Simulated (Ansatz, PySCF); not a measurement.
hydronium (H₃O), SMILES [OH3+], charge +1. Atoms are numbered in the order given.

```xyz
4

O      0.0000     0.0000     0.0742
H      0.8173     0.4719    -0.1977
H      0.0000    -0.9438    -0.1977
H     -0.8173     0.4719    -0.1977
```
Charge +1, spin multiplicity 1.

Geometry optimised at B3LYP-D3(BJ)/def2-TZVPD.

Vertical ionisation energy (IE) and electron affinity (EA) in eV. Rows of orbital energies are one-electron estimates. Where ΔSCF, EOM or ADC give a negative EA the extra electron is unbound and the value depends on the basis.

```csv
level,IE,EA
"−ε(HOMO), −ε(LUMO), B3LYP/def2-TZVPD (PySCF)",20.36,7.70
"−ε(HOMO), −ε(LUMO), PBE0/def2-TZVPD (PySCF)",…,…
"−ε(HOMO), −ε(LUMO), PBE/def2-TZVPD (PySCF)",18.65,8.20
EOM-CCSD/aug-cc-pVDZ (PySCF),24.31,5.21
ADC(2)/aug-cc-pVDZ (PySCF),23.35,5.21
"ΔSCF, ωB97X-V/def2-TZVPD (Ansatz), final states of multiplicity 2 and 2",24.74,5.09
"ΔSCF, PBE/def2-TZVPD (Ansatz), final states of multiplicity 2 and 2",24.78,5.46
```

**Question.** What belongs in the gaps? (The exact figures need the calculation; the answer reports its results.)

**Answer.** 
- −ε(HOMO), −ε(LUMO), PBE0/def2-TZVPD (PySCF), IE: 20.68
- −ε(HOMO), −ε(LUMO), PBE0/def2-TZVPD (PySCF), EA: 7.20

**Question.** What vertical singlet–triplet gap does ΔSCF give with ωB97X-V/def2-TZVPD (Ansatz, a program for electronic structure) and with PBE/def2-TZVPD (Ansatz)? (Estimate from the structure and the level; the computed values follow.)

**Answer.** 11.21 and 10.79 eV (triplet above singlet where positive).

Computed lowest 1s main lines (those of the lightest heavy element) from CVS-ADC(2)-x/aug-cc-pVDZ (PySCF, non-relativistic), with pole strengths:
553.0 eV (1.59).

**Question.** Beyond the first one, list the lowest photoelectron lines from PySCF with ADC(2)/aug-cc-pVDZ with their pole strengths (two spins summed). (Estimate from the structure and the level; the computed values follow.)

**Answer.** 29.27 eV (1.84), 29.27 eV (1.84), 44.62 eV (1.68), 47.13 eV (0.05).
